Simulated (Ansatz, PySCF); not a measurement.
System: chloroboronic acid, sum formula H$_{2}$BO$_{2}$Cl (charge 0, singlet). 
Structure (B3LYP-D3(BJ)/def2-TZVP (Ansatz, an electronic-structure program) minimum search):
SMILES: OB(O)Cl
```xyz
6

B      0.0685    -0.4158    -0.0765
Cl    -0.2146     1.3021     0.2396
O      1.3650    -0.8133    -0.1844
O     -1.0319    -1.2077    -0.1874
H      1.5072    -1.7491    -0.3562
H     -0.8663    -2.1397    -0.3592
```

Total electronic energies in hartree. Valence correlation only, unless marked. Spin-orbit coupling is left out. No relativistic terms. CBS(X,Y): correlation extrapolated as X^-3; Hartree-Fock from the larger set. The bracket is a focal-point correction in the basis named.

```csv
level,program,energy (Eh)
HF/cc-pV(D+d)Z,Ansatz,-635.24819
HF/cc-pwCVTZ,Ansatz,-635.32453
HF/cc-pV(Q+d)Z,Ansatz,-635.34053
RI-HF/cc-pV(Q+d)Z,Ansatz,-635.34043
BLYP-D4/def2-TZVPD,Ansatz + dftd4,-636.91431
B3LYP-D4/def2-TZVPD,Ansatz + dftd4,-636.96883
BHLYP-D3(BJ)/def2-TZVPD,Ansatz + dftd3,-636.86439
TPSSh-D4/def2-TZVPD,PySCF + dftd4,-636.95833
M06-2X/def2-TZVPD,PySCF,-636.86632
HSE06-D3(BJ)/def2-TZVPD,Ansatz + dftd3,-636.58387
CAM-B3LYP-D3(BJ)/def2-TZVPD,Ansatz + dftd3,-636.89972
LC-wPBE-D3(BJ)/def2-TZVPD,Ansatz + dftd3,-636.71248
wB97M-V/def2-TZVPD,Ansatz,-636.87010
B2PLYP-D4/def2-TZVPD,Ansatz + dftd4,-636.69731
"RI-MP2/CBS(aug-cc-pV(T+d)Z,aug-cc-pV(Q+d)Z)",Ansatz,-636.2184
SCS-MP2/STO-3G,Ansatz,-628.06864
CCSD/aug-cc-pV(T+d)Z,Ansatz,-636.12579
CCSD/cc-pVTZ,Ansatz,-636.10696
CCSD(T)/cc-pVDZ,PySCF,-635.87270
CCSD(T)/cc-pV(Q+d)Z,Ansatz,-636.21887
"RI-MP2/CBS(aug-cc-pV(T+d)Z,aug-cc-pV(Q+d)Z)+[CCSD(T)-MP2]/aug-cc-pV(D+d)Z",Ansatz,-636.2612
"RI-MP2/CBS(aug-cc-pV(T+d)Z,aug-cc-pV(Q+d)Z)+[CCSD(T)-MP2]/aug-cc-pV(T+d)Z",Ansatz,-636.2702
"CCSD(T)/CBS(cc-pV(T+d)Z,cc-pV(Q+d)Z)",Ansatz,-636.2643
```

Totals of different functionals don't rank their quality; only differences between species are comparable.
